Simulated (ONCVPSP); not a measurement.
## Before and after: ONCV potential for Ag (Z = 47)

```json
{
 "Element": "Ag",
 "Generator": "ONCVPSP 4.0.1",
 "Type": "optimised norm-conserving Vanderbilt (ONCV)",
 "Functional": "PBEsol",
 "Relativity": "scalar-relativistic",
 "Frozen core": "[Ar] 3d10",
 "Valence charge": "19",
 "Reference configuration": "4s2 4p6 4d10 5s0.75 5p0.25",
 "Partial waves": "4s+5s: rc 1.25 bohr, ncon 4, nbas 8, qcut 7.7 1/bohr, 2 projectors; 4p+5p: rc 1.40 bohr, ncon 4, nbas 8, qcut 8.8 1/bohr, 2 projectors; 4d: rc 1.40 bohr, ncon 4, nbas 8, qcut 12.4 1/bohr, 2 projectors, debl 1.1 Ha",
 "Local potential": "polynomial inside 0.85 bohr (lpopt 2, dvloc0 6 Ha)",
 "Core correction": "none"
}
```

All-electron outer shells of the reference configuration (PBEsol, scalar-relativistic, ld1.x):

```
shell  level (eV)  outermost node (bohr)  outermost maximum (bohr)
   3p     -557.77                   0.15                      0.32
   3d     -359.04                      –                      0.27
   4s      -95.54                   0.44                      0.82
   4p      -59.09                   0.44                      0.87
   4d       -8.01                   0.43                      1.04
   5s       -4.81                   1.11                      2.46
   5p       -0.97                   1.25                      3.71
```

Change: p: qcut 4.8.

Cutoffs: the cutoffs (Ha) at which the residual kinetic energy of the hardest occupied pseudo-wave falls to 1 and 0.1 mHa per electron; they do not see the model core or the augmentation charge, which bear on the density cutoff. Errors are all-electron minus pseudo energies relative to the spin-unpolarised reference configuration.

**Question.** How do hardness, ghosts and transferability respond?

**Answer.** The potential gets harder (38 Ha and 99 Ha → 76 Ha and 101 Ha); the errors of the 3 common tests hardly move; neither file shows a bound ghost.

```csv
quantity,base,changed
"cutoff, loose",38 Ha,76 Ha
"cutoff, tight",99 Ha,101 Ha
loose cutoff by channel,"s 29 Ha, p 19 Ha, d 38 Ha","s 29 Ha, p 76 Ha, d 38 Ha"
bound ghosts,none,none
GHOST(+) flags under 300 eV,none,none
tests with a reliable result,3 of 4,3 of 4
"error for 4s2 4p6 4d10 5s1 5p0, meV [ΔE -0.95 eV]",+0.1,+0.1
"error for 4s2 4p6 4d10 5s0 5p0, meV [ΔE 6.80 eV]",-1.1,-1.1
"error for 4s2 4p6 4d9 5s1 5p1, meV [ΔE 7.66 eV]",+1.2,+1.1
s: phases at 1.27 bohr within 0.05 rad from the reference energy up to (Ha; the scan ends near 5),to the end of the scan,to the end of the scan
p: phases at 1.42 bohr within 0.05 rad from the reference energy up to (Ha; the scan ends near 5),to the end of the scan,to the end of the scan
d: phases at 1.42 bohr within 0.05 rad from the reference energy up to (Ha; the scan ends near 5),to the end of the scan,to the end of the scan
```
